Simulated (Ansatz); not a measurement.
A series at In: from `[Cl][In]([Cl])[Cl]`, ligands are replaced one by one, each step taking up NH₃ and setting free HCl; n counts the steps. Ansatz, PBE0-D4/def2-TZVP geometries. Each molecule was computed in one conformer, which needn't be the lowest.

CBS adds triple-zeta CCSD(T) − MP2 to the MP2 limit, frozen cores; atoms without spin–orbit coupling. Elements past krypton have def2 core potentials. Outer-core shells of In are correlated without core-valence functions. Spin–orbit coupling is left out.

| n | molecule | atomization energy, CCSD(T)/CBS (kJ/mol) |
| --- | --- | --- |
| 0 | `[Cl][In]([Cl])[Cl]` | ? |
| 1 | `[NH2][In]([Cl])[Cl]` | 1713.1 |
| 2 | `[NH2][In]([NH2])[Cl]` | 2409.9 |
| 3 | `[NH2][In]([NH2])[NH2]` | 3091.1 |

Q: By hand: fit a straight line y = ȳ + b (n − n̄) to the 3 given rows and predict n = 0.

A: n̄ = 2.000, ȳ = 2404.70; Σ(n − n̄)(y − ȳ) = 1378.00, Σ(n − n̄)² = 2.000, so b = 689.00 kJ/mol a step. Prediction: 2404.70 + (689.00) × (-2.000) = 1026.7 kJ/mol.

Q: By hand: compare with the computed value, 1004.8 kJ/mol, and give the steps along the whole series.

A: The line misses by -21.9 kJ/mol (computed minus predicted). Steps: 708.3, 696.8, 681.2 kJ/mol.

The steps differ by up to 27.1 kJ/mol, small against a whole step but well beyond the method's doubt, so the ligands' effects don't simply add. The miss is 1.0 % of the series' range. The energies themselves are unsure by some kJ/mol a bond, though much of that is common to the series.
